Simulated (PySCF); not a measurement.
PBE0 on Hf⁻ (hafnium, charge -1), [Xe] 4f14 5d3 6s2, high-spin 4F determinant. All numbers are calculated (PySCF 2.14, scalar relativity through the core potential, in aug-cc-pVDZ-PP with ECP60MDF (5s5p4d2f, 54 functions)).

```
cycle= 1 E= -48.4169591741896  delta_E= -0.0113  |g|= 0.0285  |ddm|= 0.925
cycle= 2 E= -48.4178219763873  delta_E= -0.000863  |g|= 0.0512  |ddm|= 0.302
cycle= 3 E= -48.4204755975525  delta_E= -0.00265  |g|= 0.00926  |ddm|= 0.177
cycle= 4 E= -48.4209055640775  delta_E= -0.00043  |g|= 0.00387  |ddm|= 0.17
cycle= 5 E= -48.4209290110202  delta_E= -2.34e-05  |g|= 0.000695  |ddm|= 0.0141
cycle= 6 E= -48.42093030217  delta_E= -1.29e-06  |g|= 5.93e-05  |ddm|= 0.00586
cycle= 7 E= -48.4209303073641  delta_E= -5.19e-09  |g|= 1.91e-06  |ddm|= 0.000274
cycle= 8 E= -48.4209303073952  delta_E= -3.11e-11  |g|= 9.55e-07  |ddm|= 3.83e-05
converged SCF energy = -48.4209303073952  <S^2> = 3.7691416  2S+1 = 4.0095594
```

Highest occupied orbital energy: 1.302 eV; ⟨L²⟩ = 12.00; populations by l: s 4.00, p 6.00, d 3.00, f 0.00.

(1) Can this result be used?

Results:

(1) With care. The run converged. Energies and moments cover only the electrons outside the core potential. Spin-orbit coupling, absent here, splits the open shell strongly. The configuration of this anion was assumed by filling the next shell in order. It is not the known or likely ground configuration (Ca⁻, Sr⁻ and Ba⁻, for instance, bind a p electron), so these values are not the electron affinity of the element. At PBE0 the highest occupied level has a positive energy, so only the finite basis holds that electron.
